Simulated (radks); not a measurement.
Results of a calculation; reference values are marked as such.
Neutral manganese inside a hard spherical wall (all orbitals vanish at R), configuration held at [Ar] 3d5 4s2 and not refilled when levels cross. Code: a radial shooting solver on a logarithmic mesh with Libxc functionals. Model: non-relativistic Kohn-Sham, PBEsol, spin-polarised, spherical densities, point nucleus; open shells are filled with parallel spins first. Eigenvalues in eV for spin up, with the zero of energy where the potential of the charges vanishes at infinity; a dash marks a level that is unbound or too diffuse for the functional's potential to be trusted. A positive occupied level is held by the wall or, in an anion where self-interaction has pushed it up, behind a barrier. The pressure on the wall is -dE/dV.

| R (bohr) | E (hartree) | kinetic (hartree) | e(3s) | e(3p) | e(3d) | e(4s) | e(4p, empty) | e(5s, empty) | pressure (GPa) |
|---|---|---|---|---|---|---|---|---|---|
| free | -1149.64430 | 1148.607 | -85.455 | -55.677 | -8.443 | -5.449 | -1.546 | - | 0 |
| 15 | -1149.64430 | 1148.607 | -85.455 | -55.677 | -8.442 | -5.449 | -1.544 | 0.312 | < 0.0001 |
| 12 | -1149.64425 | 1148.607 | -85.449 | -55.671 | -8.436 | -5.444 | -1.523 | 0.811 | 0.000919 |
| 8 | -1149.63994 | 1148.639 | -85.205 | -55.427 | -8.198 | -5.244 | -1.094 | 4.049 | 0.175 |
| 7 | -1149.63126 | 1148.691 | -84.887 | -55.109 | -7.892 | -4.960 | -0.594 | 6.608 | 0.682 |
| 6 | -1149.60517 | 1148.822 | -84.214 | -54.438 | -7.248 | -4.290 | 0.484 | 11.342 | 2.82 |
| 5 | -1149.52392 | 1149.167 | -82.790 | -53.023 | -5.901 | -2.627 | 2.928 | 20.810 | 12.9 |
| 3 | -1148.09789 | 1153.965 | -71.657 | -42.101 | 5.103 | 17.839 | 28.386 | 99.474 | 602 |
| 2.5 | -1146.19338 | 1160.033 | -62.907 | -33.404 | 14.712 | 40.737 | 54.252 | 168.16 | 2240 |
| 2 | -1140.71326 | 1177.018 | -44.866 | -14.773 | 35.963 | 97.803 | 114.70 | 314.45 | 11000 |
